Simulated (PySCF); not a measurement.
MgO (SMILES [O]=[Mg]), singlet, at a GFN2-xTB geometry (such geometries of metal compounds can be far from the true shape).

Here is a job for PySCF.
```python
from pyscf import gto, scf, dft

mol = gto.M(
    atom='''
Mg   -0.00000000   -0.00000000   -0.65696814
O     0.00000000    0.00000000    0.98545221
''',
    basis='def2-qzvp',
    verbose=4,
)

mf = dft.RKS(mol)
mf.xc = 'pbe0'
mf = mf.density_fit(auxbasis='def2-universal-jkfit')
mf.kernel()
```

Question: What number of basis functions does DF-PBE0/def2-QZVP (PySCF) give?

Answer: 108

Question: Predict the HOMO-LUMO gap from DF-PBE0/def2-QZVP.

Answer: 2.73 eV

Question: Give the total energy at the level DF-PBE0/def2-QZVP.

Answer: -275.065097 Ha

Question: What HOMO energy does DF-PBE0/def2-QZVP give?

Answer: -6.19 eV

Question: Give the dipole moment at the level DF-PBE0/def2-QZVP.

Answer: 7.52 D

Question: Give the Mulliken (on the basis functions themselves) charges in atom order at the level DF-PBE0/def2-QZVP.

Answer: Mg1 0.90, O2 -0.90
